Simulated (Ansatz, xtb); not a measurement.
System: C2HO, charge 0, multiplicity 2. It need not be the lowest isomer of its formula. 
Coordinates optimised at B3LYP-D3(BJ)/def2-TZVP (Ansatz, an electronic-structure program):
SMILES: O1C=[C]1
```xyz
4

C     -0.8004    -0.5753    -0.2617
C      0.5133    -0.3778    -0.0381
O      0.0232     0.8049     0.2249
H      1.5373    -0.7205    -0.0007
```
Charge 0, spin multiplicity 2.

Harmonic wavenumbers from GFN2-xTB (xtb, at its own minimum), cm⁻¹: 590, 608, 927, 1227, 1624, 3222.

Task: Give the harmonic wavenumbers at B3LYP-D3(BJ)/def2-TZVP (Ansatz, finite differences of forces, unscaled).

Result: 308, 820, 1038, 1296, 1556, 3231 cm⁻¹. Zero-point energy 11.8 kcal/mol.

Task: From these and the geometry, give the ideal-gas thermochemistry at 298.15 K and 1 atm (rigid rotor, harmonic oscillator).

Result: Point group Cs, rotational symmetry number 1. Rotational constants 42.33, 25.96, 16.09 GHz. S(trans) 37.06, S(rot) 20.44, S(vib) 1.68, S(elec, spin only) 1.38, S 60.6 cal/(mol K). H(298) - H(0) 2.70 kcal/mol; G - E(el) -3.6 kcal/mol.
